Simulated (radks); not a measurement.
Q: Mo XXIX, 14 electrons, occupied as [Ne] 3s2 3p2. Calculated with a radial shooting solver on a logarithmic mesh with Libxc functionals: scalar-relativistic Kohn-Sham, LDA (Slater exchange, VWN5 correlation), spin-polarised, spherical densities, finite nucleus; open shells are filled with parallel spins first (spin-orbit coupling, left out, can overturn this in heavy ions); Fermi nuclear charge, rms radius 4.4091 fm. Some entries of the table are withheld. Estimate them.

orbital,occ.,eigenvalue (eV),<1/r> (bohr^-1)
1s up,1,-21208.18,43.50
1s down,1,-21204.45,43.51
2s up,1,-4150.175,(1)
2s down,1,-4146.610,(2)
2p up,3,-3869.493,9.644
2p down,3,-3865.274,9.645
3s up,1,-1584.243,3.957
3s down,1,-1572.071,3.948
3p up,2,-1494.839,3.837
3p down,0,-1482.600,3.831

A: 
(1) 2s up <1/r> (bohr^-1): 9.928
(2) 2s down <1/r> (bohr^-1): 9.933
